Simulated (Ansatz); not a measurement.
Cost and result for the atomization energy of `OB(O[SiH3])O[SiH3]` (13 atoms, 12 bonds).

```xyz
13

O     0.053   -1.971    0.730
B    -0.244   -0.692    0.361
O    -1.466   -0.151    0.642
Si   -2.027    1.364    0.288
O     0.696    0.046   -0.296
Si    2.235   -0.334   -0.763
H    -0.676   -2.400    1.184
H    -1.189    2.398    0.944
H    -3.410    1.429    0.817
H    -2.040    1.586   -1.179
H     2.778    0.873   -1.429
H     2.222   -1.472   -1.716
H     3.067   -0.676    0.417
```

Charge 0, multiplicity 1. All single points use the PBE0-D4/def2-TZVP geometry. It is one conformer, not always the lowest. Program: Ansatz. All runs use 4 threads of an Arm Neoverse V2 on a shared host. Times are those of one run each, without the atoms' runs, and a repeat can differ threefold. Electronic energies, without spin–orbit coupling; frozen cores. CCSD(T)/CBS adds CCSD(T) − MP2 in def2-TZVPP to the MP2 limit, and its time is that of the two runs behind it. T1 = 0.012. HSE06 is the plane-wave form, built on full-range PBE exchange.

CCSD(T)/CBS is a level of theory with its own doubt, some kJ/mol a heavy atom from the limit and from the frozen cores, so smaller differences don't rank the functionals.

```
                           level  functions  wall time
          LDA (SPW92)/def2-TZVPP        306      1.6 s
 PBE-D4/def2-TZVPP (with forces)        306      3.2 s
             HSE06-D4/def2-TZVPP        306      4.6 s
             BHLYP-D4/def2-TZVPP        306      4.6 s
           r2SCANh-D4/def2-TZVPP        306      7.5 s
               B2PLYP/def2-TZVPP        306      7.5 s
             PBE-QIDH/def2-TZVPP        306        8 s
               B97M-V/def2-TZVPP        306       11 s
                CCSD(T)/def2-SVP        127       11 s
ωB97M-V/def2-TZVPP (with forces)        306       16 s
                  MP2/def2-QZVPP        578       30 s
              CCSD(T)/def2-TZVPP        306     14 min
               CCSD(T)/CBS(def2)          –     15 min
```

Task: What atomization energy does each give, and how far from CCSD(T)/CBS? (Best estimate.)

Result: The calculation gave: 
```tsv
level	atomization (kJ/mol)	difference from CCSD(T)/CBS	per bond
LDA (SPW92)/def2-TZVPP	5643.9	627.5	52.3
PBE-D4/def2-TZVPP (with forces)	5010.1	-6.3	-0.5
HSE06-D4/def2-TZVPP	4941.8	-74.6	-6.2
BHLYP-D4/def2-TZVPP	4877.1	-139.3	-11.6
r2SCANh-D4/def2-TZVPP	4979.8	-36.6	-3.1
B2PLYP/def2-TZVPP	4954.0	-62.4	-5.2
PBE-QIDH/def2-TZVPP	4941.7	-74.7	-6.2
B97M-V/def2-TZVPP	5014.6	-1.8	-0.1
CCSD(T)/def2-SVP	4702.0	-314.4	-26.2
ωB97M-V/def2-TZVPP (with forces)	5020.4	4.0	0.3
MP2/def2-QZVPP	5061.2	44.8	3.7
CCSD(T)/def2-TZVPP	4882.4	-134.0	-11.2
CCSD(T)/CBS(def2)	5016.4	0.0	0.0
```

From r2SCAN to r2SCAN0 (25 % exact exchange), in def2-TZVPP and without D4, the atomization energy moves by −81.2 kJ/mol: exact exchange takes away binding that semilocal exchange gives to molecules. Leaving LDA and LC-ωPBE aside and taking each functional with its dispersion term where it has one, the values, not all of them listed here, spread over 161.6 kJ/mol, from BHLYP-D4 to CAM-B3LYP-D4. LDA lies +661.8 kJ/mol from PBE without D4, its usual overbinding. At CCSD(T), def2-SVP lies −314.4 kJ/mol from the extrapolated value and def2-TZVPP −133.9 kJ/mol: correlation converges slowly with the basis, and small sets miss more of it in the bonded molecule than in its fragments.
